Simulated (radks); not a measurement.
All-electron atom: F in [He] 2s2 2p5.

Method: scalar-relativistic Kohn-Sham, SOGGA, spin-unpolarised, spherical densities, finite nucleus; Fermi nuclear charge, rms radius 2.8976 fm; computed with a radial shooting solver on a logarithmic mesh with Libxc functionals.

Energy parts (hartree):
part                      energy
total                  -99.38771
kinetic                 99.30368
electron-nucleus      -238.44676
Hartree                 49.59626
exchange-correlation    -9.84089

Orbitals (lengths in bohr, moments of r in powers of bohr; <r^-3> diverges for s and p1/2):
orbital  occ.  eigenvalue (hartree)  <r^-3>
1s          2             -24.28974       -
2s          2              -1.08878       -
2p          5              -0.40183   7.774

The highest occupied level is 2p at -10.934 eV. Summed over all electrons, <r^2> = 10.74 bohr^2, which gives a Langevin (diamagnetic) susceptibility term of -8.51 x 10^-6 cm^3/mol. The electron density at the nucleus is 463.1 e/bohr^3 (large components only). The density falls to 0.001 e/bohr^3 at r = 3.12 bohr.
